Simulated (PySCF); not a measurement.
Compound: C2H6F2Si2.
Numbering: `[F:1][C:2]1([F:3])[SiH2:4][CH2:5][SiH2:6]1` (hydrogens: H7, H8 on Si4; H9, H10 on C5; H11, H12 on Si6)

Level of theory: PBE0-D3(BJ)/def2-SVP geometry optimisation, gas phase (PySCF).

Some entries are withheld. Bonds in one row agree within 0.01 Å.

```json
{"coordinate": "F1–C2, C2–F3", "value": "?"}
{"coordinate": "C2–Si4, C2–Si6", "value": "?"}
{"coordinate": "Si4–C5, C5–Si6", "value": "?"}
{"coordinate": "Si4–H7 and 3 like bonds", "value": "1.493 Å"}
{"coordinate": "C5–H9, C5–H10", "value": "1.101 Å"}
{"coordinate": "F1–C2–F3", "value": "?"}
{"coordinate": "F1–C2–Si4", "value": "?"}
{"coordinate": "F3–C2–Si4", "value": "?"}
{"coordinate": "Si4–C2–Si6", "value": "88.9°"}
{"coordinate": "C2–Si4–C5", "value": "89.6°"}
{"coordinate": "Si4–C5–Si6", "value": "?"}
```

Problem. Estimate the withheld lengths and angles.

Solution. 
- F1–C2, C2–F3 = 1.362 Å, drawn single (fluorine of a CF2 group to CF2 carbon); 0.03 Å above the sum of covalent radii, 1.33 Å.
- C2–Si4, C2–Si6 = 1.953 Å, drawn single (CF2 carbon to SiH2 silicon); 0.08 Å above the sum of covalent radii, 1.87 Å.
- Si4–C5, C5–Si6 = 1.903 Å, drawn single (SiH2 silicon to sp3 carbon bound to silicon); 0.03 Å above the sum of covalent radii, 1.87 Å.
- F1–C2–F3 = 107.8°, at the CF2 carbon; the outer atoms are 2.200 Å apart.
- F1–C2–Si4 = 114.0°, at the CF2 carbon; the outer atoms are 2.799 Å apart.
- F3–C2–Si4 = 115.7°, at the CF2 carbon; the outer atoms are 2.822 Å apart.
- Si4–C5–Si6 = 91.8°, at the sp3 carbon bound to silicon, inside a 4-membered ring; the outer atoms are 2.735 Å apart.

Radii are Cordero's, carbon taken as 0.76, 0.73 or 0.69 Å for four, three, and two or fewer neighbours.

No frequency check.

The run took 41 s on one thread, Arm Neoverse V1 (aarch64), shared host, and the process peaked at 0.51 GiB of memory. That covers the optimisation of the geometry.
